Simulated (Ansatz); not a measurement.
`[GaH2][GeH2][TeH]` + SiH₄ → `[SiH3][GeH2][GaH2]` + H₂Te  (formal exchange of groups at a Ge–Te bond)

Computed with Ansatz on PBE0-D4/def2-TZVP structures; ΔE is electronic, products minus reactants. CCSD(T)/CBS adds triple-zeta CCSD(T) − MP2 to the extrapolated MP2 energy (def2 sets, frozen cores). This one scheme is used for every species. Functionals use def2-TZVPP. HSE06 is defined as in plane-wave codes. def2 core potentials past Kr. For Ga, Ge, Te outer-core shells are correlated without core-valence functions, which leaves a few kJ/mol of doubt a bond. Scalar relativity is left out up to krypton.

`[GaH2][GeH2][TeH]`:

Z-matrix (Å, degrees):
```
Ge
Te 1 2.570
Ga 1 2.447 2 106.8
H 1 1.542 2 108.5 3 122.5
H 1 1.544 2 108.9 3 -121.4
H 2 1.658 1 93.3 3 -174.1
H 3 1.570 1 120.2 2 162.7
H 3 1.569 1 119.2 2 -17.3
```

SiH₄:

Z-matrix (Å, degrees):
```
Si
H 1 1.485
H 1 1.485 2 109.5
H 1 1.485 2 109.5 3 -120.0
H 1 1.485 2 109.5 3 120.0
```

`[SiH3][GeH2][GaH2]`:

Z-matrix (Å, degrees):
```
Si
Ge 1 2.384
H 1 1.488 2 109.9
H 1 1.487 2 111.4 3 120.5
H 1 1.488 2 109.8 3 -119.0
Ga 2 2.438 1 110.3 3 59.2
H 2 1.542 1 107.5 3 -178.5
H 2 1.542 1 107.6 3 -63.2
H 6 1.571 2 120.3 1 -88.7
H 6 1.571 2 120.2 1 88.9
```

H₂Te:

```xyz
3

Te    0.452   -0.274    0.571
H     0.262    1.199   -0.161
H    -0.713   -0.925   -0.409
```

Problem. Is it downhill or uphill in electronic energy at CCSD(T)/CBS, and by how much? (Best estimate.)

Solution. Computed: Uphill: ΔE = +11.4 kcal/mol.

Problem. What do these levels give: r2SCAN0-D4, HSE06-D4, CAM-B3LYP-D4, BLYP, CCSD/def2-TZVPP, HF/def2-QZVPP? (An estimate is asked.)

Solution. Computed: r2SCAN0-D4 10.8, HSE06-D4 10.3, CAM-B3LYP-D4 10.9, BLYP 10.6, CCSD/def2-TZVPP 10.5, HF/def2-QZVPP 14.1 kcal/mol.

Largest T1 diagnostic among the species: 0.013.

In def2-TZVPP, CCSD(T) changes the Hartree–Fock value by −3.5 kcal/mol (the triples alone add −0.1 kcal/mol) and MP2 by −1.2 kcal/mol. From BLYP to BHLYP (50 % exact exchange), in def2-TZVPP and without D4, ΔE moves by +1.4 kcal/mol.
